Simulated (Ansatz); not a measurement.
Computed with Ansatz on PBE0-D4/def2-TZVP structures; ΔE is electronic, products minus reactants. CBS: MP2 limit from def2 TZ/QZ plus the TZ coupled-cluster correction, frozen cores. This one scheme is used for every species. DFT in def2-TZVPP. For Se outer-core shells are correlated without core-valence functions, which leaves a few kJ/mol of doubt a bond. Scalar relativity is left out up to krypton. One conformer a species, not always the lowest.

Consider the cleavage of the Si–Si bond: `N=C[SiH2][SiH2]N` + H₂Se → `N=C[SiH2][SeH]` + `N[SiH3]`.

`N=C[SiH2][SiH2]N`:

Z-matrix (Å, degrees):
```
Si
C 1 1.900
Si 1 2.343 2 108.5
H 1 1.492 2 107.4 3 -122.7
H 1 1.491 2 106.9 3 122.9
N 2 1.271 1 119.8 3 -10.1
H 2 1.101 1 119.0 3 170.4
N 3 1.717 1 106.0 2 42.6
H 3 1.490 1 110.7 2 161.3
H 3 1.498 1 107.8 2 -83.1
H 6 1.022 2 111.8 1 -179.4
H 8 1.007 3 120.7 1 173.7
H 8 1.012 3 115.2 1 -46.0
```

H₂Se:

```xyz
3

Se    0.067    0.126    0.669
H     0.132    0.951   -0.542
H    -0.198   -1.077   -0.128
```

`N=C[SiH2][SeH]`:

Z-matrix (Å, degrees):
```
Si
C 1 1.885
Se 1 2.280 2 109.6
H 1 1.480 2 109.0 3 -123.5
H 1 1.486 2 110.3 3 113.5
N 2 1.269 1 118.7 3 115.6
H 2 1.101 1 118.6 3 -62.5
H 3 1.469 1 92.6 2 -63.1
H 6 1.023 2 111.7 1 -178.6
```

`N[SiH3]`:

Cartesian coordinates in Å:
```
N -0.247 0.625 -0.828
Si 0.108 -0.305 0.574
H -0.978 0.324 -1.453
H 0.503 1.058 -1.342
H -1.173 -0.582 1.275
H 0.777 -1.619 0.335
H 1.010 0.499 1.439
```

CCSD(T)/CBS gives -58.1 kJ/mol.

**Question.** Another level gave -49.0 kJ/mol. Which?
A. CCSD(T)/def2-TZVPP
B. MP2/def2-TZVPP
C. HF/def2-TZVPP
D. PBE0-D4/def2-TZVPP

**Answer.** D. PBE0-D4 -49.0, CCSD(T)/def2-TZVPP -54.4, HF/def2-TZVPP -72.3, MP2/def2-TZVPP -64.7 kJ/mol.

Largest T1 diagnostic among the species: 0.013.

In def2-TZVPP, CCSD(T) changes the Hartree–Fock value by +17.9 kJ/mol (the triples alone add +1.9 kJ/mol) and MP2 by +7.5 kJ/mol. The D4 term adds +5.9 kJ/mol with B3LYP and +3.5 kJ/mol with PBE0; it sums over pairs of atoms, weighted by their polarisabilities, and B3LYP, whose exchange is more repulsive, gets the larger term. From PBE to PBE0 (25 % exact exchange), in def2-TZVPP and without D4, ΔE moves by −4.3 kJ/mol.

B3LYP here is the variant with VWN-RPA as its local correlation; programs differ in this.
